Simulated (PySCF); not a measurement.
Do core-level shifts follow atomic charges?

Species: C5H6F2O.
Z-matrix (Å and degrees, PBE0-D3(BJ)/def2-SVP geometry), rows numbered from 1:
```
C 
C   1  1.3409
C   2  1.4501  1  123.96
C   3  1.3400  2  124.95  1   179.11
O   4  1.3629  3  121.80  2    -1.86
C   5  1.3624  4  116.57  3   164.77
F   6  1.3277  5  107.26  4   166.47
F   6  1.3438  5  110.48  4   -75.61
H   1  1.0923  2  121.45  3   179.83
H   1  1.0946  2  121.42  3    -0.12
H   2  1.0948  1  119.70  3  -179.90
H   3  1.0934  2  118.43  1    -0.50
H   4  1.0955  3  122.39  2   179.31
H   6  1.1071  5  112.37  4    45.39
```

Binding energies: delta-SCF UKS SCAN, pcX-2 on the ionised atom, pcseg-1 elsewhere, spin-free X2C (PySCF). Charges: PBE0/pcSseg-1 ground-state density, for the ionised atom.

| atom | environment | C 1s (eV) | Mulliken (e) | IAO (e) | Hirshfeld (e) | ESP (e) |
| --- | --- | --- | --- | --- | --- | --- |
| C1 | terminal =CH2 carbon | 289.89 | -0.163 | -0.307 | -0.097 | -0.549 |
| C3 | alkene CH carbon | 290.62 | -0.213 | -0.188 | -0.073 | -0.250 |
| C2 | alkene CH carbon | 290.69 | -0.159 | -0.136 | -0.049 | +0.082 |
| C4 | vinylic carbon bearing oxygen | 292.10 | +0.145 | +0.035 | +0.021 | -0.128 |
| C6 | CHF2 carbon | 297.55 | +0.682 | +0.620 | +0.209 | +0.474 |

How well does each charge scheme correlate with the binding energies over these sites?

IAO: r = 1.00, slope 8.5 eV per e; Hirshfeld: r = 0.99, slope 24.9 eV per e; Mulliken: r = 0.98, slope 8.1 eV per e; ESP: r = 0.86, slope 7.0 eV per e. On 5 points no scheme stands out.

The point-charge model writes a binding energy as kq + V + constant, with V the potential of the other atoms' charges at the site. What does it give with the IAO charges?

V = Σ 14.40 eV Å × q/r over all other atoms: +3.24 eV at C1, +1.71 eV at C3, -0.15 eV at C2, -0.78 eV at C4, -7.19 eV at C6. Fitting binding energy − V to q gives k = 19.3 eV per e and leaves an rms residual of 0.41 eV, against 0.26 eV for the fit on q alone. The model has no term for differences in relaxation between sites.

The unrestricted hole states depart most from a pure doublet (⟨S²⟩ = 0.75; over 0.85 named) for C 1s of C2 (0.90), which makes this value less certain. Geometry: PBE0-D3(BJ)/def2-SVP, one conformer, isolated molecule.
